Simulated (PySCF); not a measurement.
Sn(Cl)(SiH3)3, H₉ClSi₃Sn, SMILES [SiH3][Sn]([SiH3])([SiH3])[Cl] at its CAM-B3LYP/def2-SVP optimised geometry (Å):

```
14

Si    -0.7589    -2.8283    -2.1628
Sn    -0.1328    -1.5794     0.0000
Si    -0.7636    -2.8264     2.1627
Si    -0.7720     0.9150     0.0000
Cl     2.2571    -1.5794     0.0000
H     -2.2429    -2.9014    -2.2774
H     -0.2155    -2.1009    -3.3409
H     -0.2050    -4.2083    -2.1274
H     -0.2065    -4.2051     2.1326
H     -0.2275    -2.0956     3.3421
H     -2.2480    -2.9027     2.2709
H     -0.2214     1.5794    -1.2114
H     -2.2571     1.0395    -0.0085
H     -0.2360     1.5752     1.2203
```

Calculation: CAM-B3LYP/def2-TZVP, def2 effective core potentials past Kr (PySCF). The core electrons that the potentials of Sn replace are not part of the density.

Map of the log10 of the electron density (e/bohr³), floored at −4 on the plane z = 1.2 Å:

```
|0000000000000000000000000000000|
|0000000000000000000000000000000|
|0000000000000000000000000000000|
|0000000000000000000000000000000|
|0000000000011221110000000000000|
|0000000001123333221000000000000|
|0000000112334444432100000000000|
|0000011223445666543210000000000|
|0000112334456777654210000000000|
|0000123344567898764310000000000|
|0001233445567899764320000000000|
|0001234455667888764320000000000|
|0001234455667777654321000000000|
|0001233445566776654221111000000|
|0000123444556666543322222110000|
|0000122334455665543333333221000|
|0000012234455565544444444332100|
|0000001233455666554455555443200|
|0000001234456666655556666543210|
|0000001234566777665566776554210|
|0000012344567777765667776654310|
|0000123345667777766566776654310|
|0001233455677887765566666543210|
|0001234556678887765555665543210|
|0001234566677877665445554432100|
|0001234566677777654434443322100|
|0001234555666776654333332211000|
|0001233455566666554322221100000|
|0000123344556666543211100000000|
|0000012233455666543210000000000|
|0000001122345555443200000000000|
```
Scale: ten equal steps from -4.00 (start of '0') to -0.502 (end of '9'), in the order '0123456789'; x runs from -4.50 to 4.50, y from -4.50 (bottom) to 4.50 (top).
